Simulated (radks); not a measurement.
Results of a calculation; reference values are marked as such.
Li I, configuration [He] 2s1.

Code: a radial shooting solver on a logarithmic mesh with Libxc functionals. Model: non-relativistic Kohn-Sham, exchange-only LDA, spin-polarised, spherical densities, point nucleus; open shells are filled with parallel spins first.

Energy parts (hartree):
| part | energy |
|---|---|
| total | -7.19340 |
| kinetic | 7.19340 |
| electron-nucleus | -16.85813 |
| Hartree | 3.97670 |
| exchange | -1.50537 |

Orbitals (lengths in bohr, moments of r in powers of bohr; r(90%) holds 90 % of the orbital's charge):
\begin{tabular}{lrrrr}
orbital & occ. & eigenvalue (hartree) & <r^4> & r(90%) \\ \hline
1s up & 1 & -1.81349 & 0.6549 & 1.08 \\
1s down & 1 & -1.80458 & 0.6268 & 1.07 \\
2s up & 1 & -0.10044 & 628.9 & 6.21 \\
\end{tabular}

The highest occupied level is 2s up at -2.733 eV. Virial ratio -V/T = 2.00000. The electron density at the nucleus is 13.47 e/bohr^3. Spin moment in Bohr magnetons: 1.
